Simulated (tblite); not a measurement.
Compound: C8H9O (doublet state).
SMILES with atom numbers: `[O:1]=[C:2]1[C:3]=[CH:4][C@H:5]([CH:6]2[CH2:7][CH2:8]2)[CH2:9]1` (hydrogens: H10 on C4; H11 on C5; H12 on C6; H13, H14 on C7; H15, H16 on C8; H17, H18 on C9)
Bond orders are those of one Lewis drawing.

Computed with GFN2-xTB (tblite), gas phase: L-BFGS steps from a force-field or distance-geometry start until the largest atomic force falls under 0.01 eV/Å.

Step 5: E = -697.5826 eV
```
atom  x, y, z in Å  |  force x, y, z in eV/Å
O1      3.8042    0.3768   -0.4436   -0.236  -0.005   0.063
C2      2.7211   -0.0705   -0.1795   -0.003   0.170  -0.020
C3      2.2417   -1.4374   -0.1288    0.116   0.089  -0.019
C4      0.9721   -1.5733    0.1941    0.033  -0.101  -0.013
C5      0.3161   -0.2225    0.4362    0.067  -0.103   0.017
C6     -0.8489    0.0247   -0.4901    0.030   0.000   0.017
C7     -2.2293   -0.4318   -0.1304    0.016  -0.072   0.001
C8     -1.9050    1.0254   -0.1135    0.054   0.052  -0.016
C9      1.4769    0.7733    0.2118    0.027  -0.064   0.025
H10     0.4610   -2.5169    0.2971   -0.151   0.209  -0.009
H11    -0.0274   -0.1893    1.4737   -0.074   0.029   0.036
H12    -0.5709   -0.0271   -1.5350   -0.010   0.005  -0.054
H13    -2.3757   -0.9263    0.8148    0.006  -0.062   0.084
H14    -2.8584   -0.8083   -0.9176   -0.080  -0.053  -0.071
H15    -2.3114    1.6546   -0.8865   -0.028   0.051  -0.080
H16    -1.8279    1.5173    0.8417    0.042   0.023   0.075
H17     1.2574    1.4992   -0.5748    0.067  -0.138  -0.007
H18     1.6955    1.3386    1.1186    0.123  -0.030  -0.029
```

Step 6: E = -697.5900 eV
```
atom  x, y, z in Å  |  force x, y, z in eV/Å
O1      3.7971    0.3898   -0.4417    0.117   0.042  -0.029
C2      2.7233   -0.0697   -0.1795   -0.276   0.030   0.049
C3      2.2457   -1.4387   -0.1307    0.024   0.055   0.006
C4      0.9745   -1.5741    0.1945    0.098  -0.032  -0.036
C5      0.3178   -0.2264    0.4381    0.043  -0.006   0.021
C6     -0.8483    0.0248   -0.4893    0.033  -0.035  -0.007
C7     -2.2292   -0.4340   -0.1311    0.005  -0.031   0.010
C8     -1.9045    1.0256   -0.1145    0.038   0.026   0.000
C9      1.4818    0.7663    0.2128   -0.130   0.023   0.061
H10     0.4486   -2.5071    0.2971   -0.110   0.106  -0.015
H11    -0.0324   -0.1881    1.4749   -0.030   0.008  -0.003
H12    -0.5729   -0.0265   -1.5353    0.007  -0.001  -0.041
H13    -2.3743   -0.9285    0.8164    0.005  -0.031   0.025
H14    -2.8616   -0.8104   -0.9189   -0.023  -0.028  -0.012
H15    -2.3114    1.6565   -0.8885   -0.002   0.010  -0.032
H16    -1.8248    1.5172    0.8420    0.022   0.010   0.039
H17     1.2601    1.4915   -0.5723    0.057  -0.109  -0.056
H18     1.7016    1.3381    1.1143    0.120  -0.037   0.020
```

**Question.** Estimate the geometry and energy of step 7. (The exact step hangs on the optimiser's Hessian estimate; all steps are aligned on step 6, rigid shifts and turns removed.)

**Answer.** E = -697.5930 eV, largest force 0.231 eV/Å
```
atom  x, y, z in Å  |  force x, y, z in eV/Å
O1      3.7938    0.3959   -0.4408    0.140   0.031  -0.039
C2      2.7218   -0.0681   -0.1792   -0.226   0.001   0.048
C3      2.2483   -1.4384   -0.1316   -0.010   0.024   0.009
C4      0.9770   -1.5749    0.1942    0.071   0.012  -0.027
C5      0.3191   -0.2284    0.4394    0.005   0.030   0.017
C6     -0.8473    0.0242   -0.4892    0.000  -0.041  -0.012
C7     -2.2292   -0.4356   -0.1312    0.016   0.019  -0.002
C8     -1.9037    1.0263   -0.1150    0.035  -0.026   0.017
C9      1.4820    0.7635    0.2144   -0.139   0.058   0.061
H10     0.4409   -2.5007    0.2969   -0.080   0.047  -0.021
H11    -0.0352   -0.1874    1.4754   -0.009  -0.009  -0.018
H12    -0.5738   -0.0262   -1.5361    0.015  -0.006  -0.025
H13    -2.3736   -0.9300    0.8175    0.005  -0.014  -0.006
H14    -2.8634   -0.8118   -0.9197    0.014  -0.010   0.028
H15    -2.3113    1.6574   -0.8898    0.015  -0.013  -0.002
H16    -1.8230    1.5173    0.8429    0.012  -0.003   0.003
H17     1.2623    1.4860   -0.5721    0.034  -0.073  -0.077
H18     1.7065    1.3372    1.1126    0.101  -0.026   0.047
```

The energy changes by -0.0031 eV. The first-order estimate −F·Δx gives -0.0042 eV and the mean of the old and new forces, exact on a quadratic surface, -0.0030 eV. The step makes an angle of 57° with the force vector and moves no atom by more than 0.010 Å.

The cost below is that of the whole relaxation. Hardware: one thread of an Arm Neoverse V2, shared host with 96 logical CPUs at a one-minute load of 33. Cost: 0.18 s.
